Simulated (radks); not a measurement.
These are the eigenvalues of the occupied orbitals of an atom or ion with whole-number occupations (eV). Method: non-relativistic Kohn-Sham, TPSS, spin-polarised, spherical densities, point nucleus; meta-GGA in the generalised Kohn-Sham scheme; computed with a radial shooting solver on a logarithmic mesh with Libxc functionals.

orbital  eigenvalue
1s up     -32040.12
1s down   -32024.58
2s up     -7516.951
2s down   -7491.499
2p up     -7384.161

Which element is it, and in what charge state? The configuration may be excited. Open shells, if any, are filled with parallel spins first.

Answer. Z = 50, tin, charge +45: Sn45+ in [He] 2s2 2p1. The list shows which subshells hold electrons but not how many an open one holds; the 1s level, -1177.5 hartree, gives Z - s = 48.5 by -(Z - s)^2/2, which with screening narrows Z to a few neighbours, and the depths of the outer levels then fix element, charge and occupations together.
